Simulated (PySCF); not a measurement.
C₄H₁₀N₂OSi.
Numbering: `[NH2:1][Si:2]1([NH2:3])[CH2:4][CH2:5][C@@H:6]1[CH:7]=[O:8]`

Structure used (GFN2-xTB), in Å, numbered top down from 1:
```
atom  x, y, z in Å
N1     1.4447    1.6554   -0.4430
Si2    0.8461    0.1369    0.0931
N3     1.9365   -0.3804    1.3169
C4     0.1493   -0.9822   -1.2916
C5    -1.1755   -1.1827   -0.5240
C6    -1.0017   -0.1909    0.6357
C7    -1.7664    1.0499    0.5395
O8    -1.9710    1.8370    1.4334
H9     0.8977    2.1826   -1.1043
H10    1.8309    2.2732    0.2521
H11    2.9221   -0.2487    1.1660
H12    1.7631   -1.2431    1.8057
H13   -0.0028   -0.4826   -2.2456
H14    0.6695   -1.9135   -1.5026
H15   -2.0537   -0.9591   -1.1299
H16   -1.2718   -2.2019   -0.1530
H17   -1.1009   -0.6180    1.6308
H18   -2.1250    1.2743   -0.4907
```

NICS is the negative of the GIAO shielding at a point without a nucleus: at the ring centre (0) and 1 Å above and below it (1); zz is the component along the ring normal. Level: GIAO PBE0/pcSseg-1 (PySCF, non-relativistic, gas phase) on the GFN2-xTB geometry, one conformer.

Ring bond lengths (Å), with Mayer bond orders in brackets: Si2–C4 1.912 (0.87), C4–C5 1.544 (1.00), C5–C6 1.536 (0.96), C6–Si2 1.953 (0.70).

Question: Give the NICS values of each ring in ppm.

Answer: 
```json
{"ring": "Si2–C4–C5–C6", "type": "4-membered ring with Si; formal bonds all single", "NICS(0)": "0.4", "NICS(1), two faces": "-0.6 / -1.4", "NICS(1)zz, two faces": "2.7 / 2.0", "rms pucker (Å)": "0.05", "centre to ring atoms, mean (Å)": "1.22"}
```

Question: What do they say, and how far can they be read as aromaticity?

Answer: 
- Si2–C4–C5–C6: mean NICS(1)zz 2.4 ppm, near zero. Si2, C4, C5, C6 have four or more neighbours, and the NICS criterion for π rings isn't applied.

Question: At the second NICS(1) probe listed for ring Si2–C4–C5–C6, 1 Å off the ring, what do the in-plane components average?

Answer: The isotropic value is a third of the trace: (3 × -1.4 − (2.0))/2 = -3.1 ppm.

Question: List the ring angles and the Hirshfeld charges of the ring atoms.

Answer: 
- Si2–C4–C5–C6: Si2 76.0° (+0.462 e), C4 91.6° (-0.178 e), C5 101.2° (-0.074 e), C6 90.3° (-0.132 e); sum 359.2° against 360° for a flat convex ring.

Question: How shielded are the nuclei of the rings and their hydrogens (means over atoms taken as equivalent)?

Answer: 
```csv
atoms,environment,σ isotropic (ppm)
Si2,four-coordinate silicon,357.5
C4,sp3 carbon bound to silicon,156.7
C5,four-membered-ring carbon,173.1
C6,sp3 carbon bound to silicon,120.3
H13,methylene hydrogen,29.75
H14,methylene hydrogen,29.90
H15,methylene hydrogen,29.59
H16,methylene hydrogen,29.91
H17,methine hydrogen,28.51
```

Time: 54 s of wall time; peak memory 0.87 GiB. Hardware: one thread of an Arm Neoverse N1, no GPU, shared host. This is the whole shielding run at PBE0/pcSseg-1, SCF included.
